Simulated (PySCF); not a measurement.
## Excited states of C²⁺ (carbon, charge +2)

Ground state [He] 2s2, ¹S. Computed with PySCF 2.14 in aug-cc-pVQZ (6s5p4d3f2g, 80 functions), with no relativity, point nucleus. Vertical excitation energies in eV without spin-orbit coupling; excited terms of each kind are numbered among those the solver found. Frozen: nothing.

| term | leading excitation | EOM-EE-CCSD |
| --- | --- | --- |
| 1 3P° | 2s → p | 6.478 |
| 1 1P° | 2s → p | 12.712 |
| 1 3S | 2s → s | 29.496 |
| 1 1S | 2s → s | 30.622 |
| 2 1P° | 2s → p | 32.078 |
| 2 3P° | 2s → p | 32.164 |

Only the lower part of the computed list is shown. Doubly excited terms such as np² are absent. The solver can miss terms. Rydberg members are limited by the diffuse functions of the basis.
